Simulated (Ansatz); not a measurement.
```xyz
14

C     0.848   -0.742   -1.649
C    -0.596   -0.783   -1.171
Sn   -0.789   -0.508    0.959
Si    0.222    1.741    1.670
H     1.453   -1.519   -1.176
H     1.322    0.218   -1.426
H     0.914   -0.892   -2.731
H    -1.194   -0.006   -1.653
H    -1.064   -1.740   -1.413
H    -2.439   -0.587    1.413
H     0.034   -1.787    1.751
H    -0.499    2.862    1.008
H     1.654    1.814    1.274
H     0.133    1.928    3.143
```

Total charge 0; spin multiplicity 1. Sn takes the def2 core potential.

List the ωB97M-V/def2-TZVPP orbital energies in eV (the Gaussian-basis code of Ansatz). (Estimate.)

Computed: Occupied: -1806.90, -281.49, -281.33, -148.00, -142.55, -102.11, -102.10, -102.10, -97.12, -97.11, -97.08, -30.74, -30.72, -30.69, -30.60, -30.60, -23.92, -19.93, -18.02, -16.05, -15.04, -14.15, -12.99, -12.35, -12.14, -12.11, -10.96, -10.16, -9.55. Lowest empty: 1.43, 1.66, 2.06, 2.30, 2.69, 2.89, 3.08, 3.59.
